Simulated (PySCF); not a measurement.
C7H13FO2.
Atom-mapped SMILES: `[CH3:1][CH2:2][CH2:3][C@@H:4]1[O:5][CH2:6][CH2:7][O:8][C@H:9]1[F:10]`

Definitions: NICS(0) = −σiso at the ring centroid; NICS(1) = −σiso and NICS(1)zz = −σzz at ±1 Å along the ring normal z. Level: GIAO PBE0/pcSseg-1 (PySCF, non-relativistic, gas phase) on the GFN2-xTB geometry, one conformer.

Ring bond lengths (Å), with Mayer bond orders in brackets: C4–O5 1.416 (0.91), O5–C6 1.412 (0.91), C6–C7 1.525 (1.05), C7–O8 1.426 (0.89), O8–C9 1.373 (1.02), C9–C4 1.541 (0.97).

Question: What do the NICS probes read (ppm)?

Answer: 
```csv
ring,type,NICS(0),"NICS(1), two faces","NICS(1)zz, two faces",rms pucker (Å),"centre to ring atoms, mean (Å)"
C4–O5–C6–C7–O8–C9,6-membered ring with 2 O; formal bonds all single,-1.1,-0.2 / -1.1,3.9 / 2.8,0.21,1.40
```

Question: What can be read from them?

Answer: 
- C4–O5–C6–C7–O8–C9: mean NICS(1)zz 3.3 ppm, deshielded. C4, C6, C7, C9 have four or more neighbours, so the value isn't read as a sign of a π ring current.

Question: How shielded are the nuclei of the rings and their hydrogens (means over atoms taken as equivalent)?

Answer: 
```tsv
atoms	environment	σ isotropic (ppm)
C4	sp3 carbon bound to oxygen	105.3
O5	cyclic ether oxygen	306.1
C6	sp3 carbon bound to oxygen	125.7
C7	sp3 carbon bound to oxygen	123.3
O8	cyclic ether oxygen	263.2
C9	sp3 C–F carbon	74.6
H on C4	methine hydrogen	27.86
H on C6	methylene hydrogen	28.33
H on C6	methylene hydrogen	27.51
H on C7	methylene hydrogen	27.06
H on C7	methylene hydrogen	28.23
H on C9	methine hydrogen	26.41
```
